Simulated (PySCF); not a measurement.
Two-dimensional NMR puzzle

Compound of formula C6H14O. Correlations simulated from computed shifts and couplings:

HSQC (one-bond C–H):
```tsv
δH	δC	$^{1}J$(C,H) (Hz)
3.24	72.8	140
3.12	72.7	141
1.55	26.6	133
1.11	22.8	133
0.89	11.3	132
```

COSY cross peaks (|J| ≥ 2 Hz):
```tsv
δH	δH	abs. J (Hz)	bonds
3.24	1.11	6.7	3
3.12	1.55	8.0	3
1.55	0.89	8.5	3
```

HMBC (two and three bonds, |J| ≥ 2.5 Hz):
```tsv
δH	δC [abs. J in Hz]
3.24	72.7 [4.2]
1.55	72.7 [6.1], 11.3 [3.6]
1.11	72.8 [3.4], 22.8 [5.3]
0.89	72.7 [7.2], 26.6 [3.5]
```

Theoretical values (PySCF 2.14): shielding tensors at PBE0/pcSseg-1 (GIAO), PBE0-D3(BJ)/def2-SVP geometry, B3LYP/pcJ-1 coupling constants (without the spin–dipole term). Fast rotation and ring inversion assumed for equivalent nuclei, no solvent model, single conformer, relativity neglected.

Scale: $^{1}$H (σ = 31.27 ppm) and $^{13}$C (σ = 184.41 ppm) against TMS (reference shieldings calculated alike).

Exchangeable hydrogens are left out of these lists, and C,H couplings along chains are those of one rotamer, so weak HMBC peaks may be missing or extra.

Task: Work out the connectivity.

Result: n-PrOi-Pr (CCCOC(C)C).

Structure with atom numbers: `[CH3:1][CH2:2][CH2:3][O:4][CH:5]([CH3:6])[CH3:7]`. Hydrogens are named by the atom that carries them.

1. δC 72.8 is C5, an sp3 CH bonded to O (δH 3.24).
2. δC 72.7 is C3, an sp3 CH2 bonded to O (δH 3.12).
3. δC 26.6 is C2, an sp3 CH2 (δH 1.55).
4. δC 22.8 is C6/C7, a methyl carbon (δH 1.11).
5. δC 11.3 is C1, a methyl carbon (δH 0.89).
6. COSY links 3.24–1.11, 3.12–1.55, 1.55–0.89.

The data come from this structure; uniqueness wasn't tested.

Unscaled 3J(H,H) at this level run about 10 % above measured values. Shifts are as computed. Against solution values, carbons near 30 ppm lie about +2 ppm off and those near 130 ppm about +5 ppm. Of 1211 compounds with measured shifts, 218 miss one by over three times the rms of a fit or turn the order of signals round; such compounds aren't used in these exercises. Vicinal H,H couplings across rotating CH2–CH2 and CH–CH2 bonds are estimated from the computed gauche and anti values for equal rotamer populations, (2 J gauche + J anti)/3.
